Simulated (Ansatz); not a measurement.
Input file for Ansatz (a quantum-chemistry and plane-wave program): U-B3LYP/cc-pVTZ on FGeH (SMILES [F][GeH]), a point of a bond scan (R = 1.938 Å).

Ansatz 0.2 input:
```yaml
crystal:
  periodic: [false, false, false]
  atoms:
    - {symbol: Ge, position_ang: [-0.11370409, -0.22690637, 0.28076938]}
    - {symbol: H, position_ang: [-1.15867809, -1.21877151, -1.01516416]}
    - {symbol: F, position_ang: [0.51367187, 0.92382939, -0.90949390]}
basis:
  gaussian:
    orbitals: cc-pVTZ
hamiltonian:
  xc: {name: B3LYP}
magnetization: {spin_polarized: true, initial_magnetization: 0}
```

The head of its log:

```
WARN ansatz: RAYON_NUM_THREADS=1 ignored (pool sized by the plan → 1); use --threads N
Functional definition: B3LYP
integrals: 0.02 GiB planned
620 factors; their error is unknown
mean field: 0.32 GiB planned
mean field evaluation 1: about -59251.5676 eV, gradient 2.9e1 eV
mean field evaluation 2: about -59232.8638 eV, gradient 8.2e1 eV
```

Q: Give the final energy of this run.

A: -2177.5627 hartree.
